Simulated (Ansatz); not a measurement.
Worked example: BH(CH3)(SH) + GaH(CH3)(SH) → BH(SH)2 + GaH(CH3)2

Species: BH(CH3)(SH), singlet; GaH(CH3)(SH), singlet; BH(SH)2, singlet; GaH(CH3)2, singlet. The partners trade CH3 for SH: B–CH3 and Ga–SH bonds give way to B–SH and Ga–CH3.

Shapes, held fixed at every level: PBE0-D4/def2-TZVP. Flexible molecules stand in one conformer, not always the lowest. Programs: Ansatz 0.2.0. Electronic energies: no zero-point or thermal term.

At CCSD(T)/def2-TZVPP; 1 Eh = 2625.50 kJ/mol:

| species | energy (Eh) |
| --- | --- |
| BH(CH3)(SH) | -463.586853 |
| GaH(CH3)(SH) | -2362.273938 |
| BH(SH)2 | -822.107616 |
| GaH(CH3)2 | -2003.735117 |

Task: Work out ΔE of the reaction at this level.

Result: 
1. Products less reactants: (-822.107616) + (-2003.735117) − [(-463.586853) + (-2362.273938)] = 0.018058 Eh = +47.4 kJ/mol.

Other levels give +45.2 (MP2/def2-TZVPP) to +61.7 kJ/mol (HF/def2-SVP). No measured value is set beside it here. Relativity is left out for Ga. Outer-core shells of Ga are correlated in most correlated rows, in sets that cover them unevenly.
